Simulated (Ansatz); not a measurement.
Cost and result up the ladder for Si₅Se₅ (10 atoms). The state is a singlet with charge 0. Geometry: PBE-D4/def2-SVP.

| atom | x (Å) | y (Å) | z (Å) |
| --- | --- | --- | --- |
| Si1 | -0.652 | 0.337 | -0.212 |
| Si2 | 1.365 | -2.002 | 1.123 |
| Si3 | 1.151 | 2.609 | -1.866 |
| Si4 | 2.649 | -0.311 | -0.136 |
| Si5 | -2.314 | -1.956 | 1.554 |
| Se6 | 1.150 | 0.187 | -1.987 |
| Se7 | -0.662 | -2.196 | -0.207 |
| Se8 | -0.884 | 2.651 | -0.818 |
| Se9 | -2.728 | 0.225 | 0.995 |
| Se10 | 0.924 | 0.456 | 1.554 |

Ansatz on 6 threads of Intel Xeon on a shared host. Times are rough, and most runs start from the orbitals of an earlier one. PBE0-D4/def2-TZVP serves as the yardstick here, not as an exact answer. Differences are given only for rows in sets of like size (and for xTB, whose basis is part of the method), since another set adds its own error. Binding counts from free atoms at the same level (Si triplet, Se triplet; other spins of the atoms weren't run), without zero-point energy or a counterpoise term.

Correlated methods freeze 70 core orbitals; core or outer-core shells of Se are correlated, in sets that lack core-valence functions. The rows differ in basis, and correlated rows in double-zeta sets carry the largest basis error. Another isomer (singlet) lies 0.66 eV lower at PBE0-D4/def2-TZVP; other spin states weren't run for this one.

Correlated methods converge slowly with the basis, most of all in double-zeta sets.

| level | functions | wall time | binding energy per atom (eV) | difference from PBE0-D4/def2-TZVP (eV) |
| --- | --- | --- | --- | --- |
| HF/STO-3G | 135 | 4.1 s | 2.80 | – |
| PBE-D4/def2-SVP | 250 | 8 s | 3.50 | – |
| LDA (SPW92)/def2-TZVP | 425 | 12 s | 4.02 | 0.66 |
| PBE0-D4/def2-SVP | 250 | 20 s | 3.33 | – |
| PBE-D4/def2-TZVP (with forces) | 425 | 25 s | 3.51 | 0.15 |
| MP2/def2-SVP | 250 | 25 s | 2.98 | – |
| r2SCAN-D4/def2-TZVP | 425 | 41 s | 3.34 | -0.02 |
| PBE0-D4/def2-TZVP | 425 | 77 s | 3.36 | 0.00 |
